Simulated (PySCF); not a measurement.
A structure optimised at PBE-D3(BJ)/def2-SVP, used in a PySCF frequency run:

```xyz
8

Si     1.1858    -1.3873     0.0000
Cl    -0.1927    -2.9464     0.0000
Si    -0.0013     0.6298     0.0000
Cl    -1.1945     0.7760     1.6840
Cl    -1.1945     0.7760    -1.6840
Cl     1.3663     2.1908     0.0000
H      2.0385    -1.4663     1.2324
H      2.0385    -1.4663    -1.2324
```

Question: Write its SMILES, formula and point group.

Answer: Cl[SiH2][Si](Cl)(Cl)Cl, Cl₄H₂Si₂, Cs

Question: What are its rotational constants (standard atomic weights)?

Answer: 1.2024, 0.63621, 0.62672 GHz
